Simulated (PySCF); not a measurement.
Numbering as in the mapped SMILES `[CH3:1][c:2]1[cH:3][cH:4][n:5][n:6][cH:7]1`; H(Xn) means a hydrogen on atom n.

Calculated, not measured (PySCF 2.14.0 with density-fitted response routines): structure optimised with GFN2-xTB, shielding tensors at PBE0/pcSseg-1 (GIAO). Single conformer, one averaged value for each set of equivalent atoms, gas phase, relativity neglected.

Scale: TMS for ¹³C, ¹H; ¹⁵N vs NH3 (reference shieldings calculated alike).

| atoms | nucleus | count | δ (ppm) |
| --- | --- | --- | --- |
| C7 | ¹³C | 1 | 156.9 |
| C3 | ¹³C | 1 | ? |
| N6 | ¹⁵N | 1 | 468.0 |
| H(C1) | ¹H | 3 | ? |
| C1 | ¹³C | 1 | 20.8 |
| H(C3) | ¹H | 1 | 7.25 |
| H(C7) | ¹H | 1 | 9.49 |
| C2 | ¹³C | 1 | 140.8 |
| N5 | ¹⁵N | 1 | ? |
| H(C4) | ¹H | 1 | 9.44 |
| C4 | ¹³C | 1 | 155.0 |

Complete the table.

Results:


- C3: 130.3 ppm, aromatic CH; the aromatic region
- H(C1): 2.43 ppm, hydrogen on a methyl carbon on an aromatic ring; benzylic-type position, deshielded by the ring
- N5: 457.8 ppm, pyridine-type ring nitrogen

Shifts are as computed. Against solution values, carbons near 30 ppm lie about +3 ppm off and those near 130 ppm about +5 ppm (rms about the fit 2.1 ppm; single classes can miss by 10 ppm). Of 1328 compounds with measured shifts, 309 miss one by over three times the rms of a fit or turn the order of signals round; such compounds aren't used in these exercises. Signals without a measured value on file couldn't be tested in this way; 1H shifts scatter by 0.2 ppm about their fit, and single ones miss by 0.5 ppm. Experimental scales use liquid or dissolved standards, which lie at an offset from isolated NH3 (liquid NH3: subtract about 20 ppm). Unscaled 15N shifts of sp2 nitrogen often come out too high even then, by a few to some tens of ppm.
